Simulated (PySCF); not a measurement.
**Question.** Give a PBE0-D3(BJ)/def2-SVP geometry of `C1=[CH][GeH2][CH]=C1`.

**Answer.** 
Z-matrix in Å and degrees, rows numbered from 1:
```
C 
C   1  1.3475
Ge  2  1.9451  1  107.11
C   3  1.9451  2   89.76  1    -0.12
C   4  1.3477  3  107.15  2     0.10
H   1  1.0960  2  122.85  3  -179.85
H   2  1.0915  1  122.99  3   179.83
H   3  1.5395  2  114.46  1  -117.02
H   3  1.5396  2  114.17  1   116.45
H   4  1.0914  3  129.90  2  -179.85
H   5  1.0960  1  119.15  2   179.91
```

The 5 heavy atoms lie in one plane (0.001 Å rms). The 5-membered ring C1–C2–Ge3–C4–C5 has internal angles of 89.8° to 118.0° (sum 540°, against 540° for a flat polygon); it is planar, 0.00 Å rms from its mean plane, widest ring torsion 0°. Ge3 (germanium bonded to 2 C and 2 H) has angles from 89.8° to 114.5°. The C–C distances run from 1.348 Å (C1=C2, drawn double) to 1.480 Å (C1–C5, drawn single), a spread of 0.132 Å.

Level of theory: PBE0-D3(BJ)/def2-SVP geometry optimisation, gas phase (PySCF 2.14.0).

Point group: C2v (every atom within 0.08 Å of its image). Stationary, but not proved a minimum.

The run took 35 s wall on Arm Neoverse V1, one thread (shared host). These figures are those of the optimisation.
